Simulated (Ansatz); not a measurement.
Molecule: C₃H₁₂NSi, net charge 1, singlet state. It need not be the lowest isomer of its formula. 
Geometry from a B3LYP-D3(BJ)/def2-TZVP (Ansatz, an electronic-structure program) optimisation:
```xyz
17

Si    -0.0112     0.0843    -0.1504
C      1.7641     0.2629    -0.6380
C     -1.0088    -1.0804    -1.1847
C     -0.8660     1.6510     0.3355
N      0.1141    -0.8599     1.5345
H      1.8191     0.7917    -1.5933
H      2.2564    -0.7017    -0.7778
H      2.3374     0.8476     0.0844
H     -1.1467    -0.6451    -2.1779
H     -2.0042    -1.2558    -0.7715
H     -0.5124    -2.0431    -1.3237
H     -1.8616     1.4717     0.7465
H     -0.9940     2.2764    -0.5520
H     -0.2889     2.2336     1.0565
H      0.6486    -0.3328     2.2268
H      0.5737    -1.7658     1.4293
H     -0.8061    -1.0376     1.9400
```
Charge +1, spin multiplicity 1.

Total electronic energies in hartree. Correlated levels leave the core frozen unless marked. No spin-orbit coupling. Non-relativistic. Basis-set limits of correlation are two-point, X^-3; Hartree-Fock from the larger set. The bracket is a focal-point correction in the basis named.

```csv
level,program,energy (Eh)
HF/STO-3G,Ansatz,-458.50748
HF/cc-pVTZ,Ansatz,-463.91030
B3LYP/def2-TZVPD,Ansatz,-465.73195
PBE0-D3(BJ)/def2-TZVP,Ansatz + dftd3,-465.37487
BHLYP-D3(BJ)/def2-TZVPD,Ansatz + dftd3,…
LC-wPBE-D3(BJ)/def2-TZVPD,Ansatz + dftd3,-465.52620
SCS-MP2/cc-pV(D+d)Z,Ansatz,-464.55938
SCS-MP2/cc-pVTZ,Ansatz,-464.79846
SCS-MP2/cc-pwCVTZ,Ansatz,-464.81485
CCSD/6-31G*,Ansatz,-464.51131
CCSD/cc-pV(D+d)Z,Ansatz,-464.62863
CCSD(T)/6-31G,Ansatz,-464.21126
CCSD(T)/6-31G*,Ansatz,-464.52870
CCSD(T)/cc-pV(T+d)Z,Ansatz,-464.88727
"RI-MP2/CBS(cc-pV(T+d)Z,cc-pV(Q+d)Z)+[CCSD(T)-MP2]/cc-pV(T+d)Z",Ansatz,-464.9993
```

Problem. What belongs in the gaps?

Solution. 
- BHLYP-D3(BJ)/def2-TZVPD, energy (Eh): -465.60797
